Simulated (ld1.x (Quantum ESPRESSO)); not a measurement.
**Dy (Z = 66): TM pseudisation with LDA (PZ), scalar-relativistic reference atom.**

- Element: Dy
- Generator: ld1.x (Quantum ESPRESSO) 7.5
- Type: norm-conserving Troullier–Martins (Kleinman–Bylander form)
- Functional: LDA (PZ)
- Relativity: scalar-relativistic
- Frozen core: [Xe] 4f9
- Valence charge: 3
- Reference configuration: 5d1 6s2 6p0
- Partial waves: 6p (bound, empty): rc 4.20 bohr; 5d (bound): rc 2.60 bohr; 6s (bound): rc 2.65 bohr
- Local potential: the s channel
- Core correction: none

All-electron outer shells of the reference configuration (LDA (PZ), scalar-relativistic, ld1.x):

| shell | level (eV) | outermost node (bohr) | outermost maximum (bohr) |
| --- | --- | --- | --- |
| 5p | -28.62 | 0.67 | 1.30 |
| 4f | -9.39 | – | 0.53 |
| 6s | -4.41 | 1.54 | 3.23 |
| 5d | -2.48 | 0.76 | 1.94 |
| 6p | -1.39 | 1.86 | 4.47 |

Results:

```
Cutoffs needed           : 15 Ry and 21 Ry (the cutoffs (Ry, on a coarse ladder) from which the occupation-weighted sum of valence levels, in a spherical-Bessel basis at the reference potential, stays within 10 and 1 mRy of its value at 400 Ry)
Ghost test               : no extra level below or beside the all-electron valence levels (p, d, s, f tested) (spherical-Bessel basis up to 400 Ry, 20 bohr box)
Largest excitation error : +151 meV (all-electron minus pseudo) for 5d0 6s2 6p1, out of 7 test configurations
```

Generation and tests took about 6.1 s on one core of a shared server CPU.
